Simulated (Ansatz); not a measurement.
`[CH3][Mo]([F])(=[S])=[S]` + HCl → `[F][Mo](=[S])(=[S])[Cl]` + CH₄  (ligand exchange at a Mo–C bond)

Calculated with Ansatz (gas phase, PBE0-D4/def2-TZVP geometries, no zero-point term in ΔE). CCSD(T)/CBS is the MP2 limit (def2-TZVPP, def2-QZVPP) plus CCSD(T) − MP2 in def2-TZVPP, frozen cores. This one scheme is used for every species. DFT in def2-TZVPP. B3LYP here is the variant with VWN-RPA as its local correlation; programs differ in this. Elements past krypton have def2 core potentials. For Mo outer-core shells are correlated without core-valence functions, which leaves a few kJ/mol of doubt a bond.

Problem. Is it downhill or uphill in electronic energy at CCSD(T)/CBS, and by how much? (An estimate is asked.)

Solution. Ansatz gave: Downhill: ΔE = -127.9 kJ/mol.

Problem. What do these levels give: B3LYP-D4, CAM-B3LYP-D4, PBE, RPA@PBE/def2-TZVPP, CCSD/def2-SVP, HF/def2-QZVPP? (Estimate.)

Solution. The calculation gave: B3LYP-D4 -137.2, CAM-B3LYP-D4 -131.0, PBE -138.0, RPA@PBE/def2-TZVPP -124.6, CCSD/def2-SVP -123.2, HF/def2-QZVPP -122.6 kJ/mol.

Problem. What do rigid-rotor, harmonic-oscillator terms from PBE0-D4/def2-TZVP frequencies (298.15 K, 1 bar) make of the CCSD(T)/CBS value? (Estimate.)

Solution. Computed: ΔZPE = +10.1 kJ/mol, ΔH = -118.5 kJ/mol, ΔS = -7 J/(mol·K), ΔG = -116.3 kJ/mol.

Largest T1 diagnostic among the species: 0.025, so the coupled-cluster value is less sure than usual.

From PBE to PBE0 (25 % exact exchange), in def2-TZVPP and without D4, ΔE moves by +5.9 kJ/mol. In def2-TZVPP, CCSD(T) changes the Hartree–Fock value by −4.0 kJ/mol (the triples alone add −7.6 kJ/mol) and MP2 by −31.7 kJ/mol.
